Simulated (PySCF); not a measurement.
## How methods differ on the electron affinity of Co

Co- [Ar] 3d8 4s2 (3F) → Co [Ar] 3d7 4s2 (4F), as a difference of total energies. Calculation: PySCF 2.14, in aug-cc-pVTZ-DK; the spin-free X2C one-electron Hamiltonian (Gaussian nucleus). Correlated levels: valence: [Ar] frozen. The calculations carry no spin-orbit coupling.

```
           method  electron affinity (eV)  plus first-order spin-orbit estimate  error of that sum (eV)
              UHF                  -2.050                                -2.059                  -2.721
              LDA                   1.736                                 1.727                  +1.065
              PBE                   1.406                                 1.397                  +0.735
             PBE0                   0.661                                 0.651                  -0.011
           r2SCAN                   1.025                                 1.016                  +0.354
          LC-wPBE                   0.892                                 0.883                  +0.221
          r2SCANh                   0.784                                 0.775                  +0.113
            B3LYP                   0.899                                 0.890                  +0.228
            HSE06                   0.679                                 0.670                  +0.008
    MP2 (valence)                   0.458                                 0.449                  -0.213
SCS-MP2 (valence)                   0.322                                 0.313                  -0.349
```

Reference: 0.662 eV (measured; photodetachment measurements, as compiled on the Wikipedia data page of electron affinities).

A first-order spin-orbit estimate (lowest level to lowest level, LS coupling) adds -0.009 eV.

Errors of the correlated levels include the incompleteness of this basis and the frozen core.

A negative affinity means that the anion lies above the atom at that level of theory.

In the anion the highest occupied orbital energy is positive at LDA, PBE, PBE0, r2SCAN, r2SCANh, B3LYP, HSE06, a self-interaction effect; the basis confines that electron, and the energy difference can still be sensible.
